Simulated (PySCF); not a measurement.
Working with the constants of RbAs⁺

PBE constants of RbAs⁺, ⁴Σ⁻ (quartet), unpaired electrons σ ↑, π ↑↑ (Rb def2-SVP with ECP28, As def2-SVP; scalar-relativistic core potentials (PySCF 2.14); masses 84.9118 and 74.9216 u):

* ωe: 48.8 cm⁻¹
* ωexe: 0.57 cm⁻¹
* Be: 0.028948 cm⁻¹
* αe: 0.000360 cm⁻¹
* De to Rb⁺ + As: 0.167 eV

What force constant and bond length do these constants imply?

Reduced mass μred = 39.802 u; k = 5.8918×10⁻⁷·μred·ωe² (u, cm⁻¹, mdyn/Å) = 0.0558 mdyn/Å; Re = √(16.8576/(μred·Be)) (u, cm⁻¹, Å) = 3.825 Å.

Estimate the centrifugal constant D from the Kratzer relation and find the Dunham coefficient a1.

D = 4Be³/ωe² = 4.07e-08 cm⁻¹; a1 = −1 − αeωe/(6Be²) = -4.49.

The bond is weak. Basis-set superposition, not corrected here, can be much of De in a small basis, most of all at correlated wavefunction levels. Spin–orbit coupling is left out. For an ion De counts to the pair picked by the measured ionisation energies or electron affinities, which need not be the lowest pair at this level. The state was picked by a PBE0 search and need not be the measured ground state.
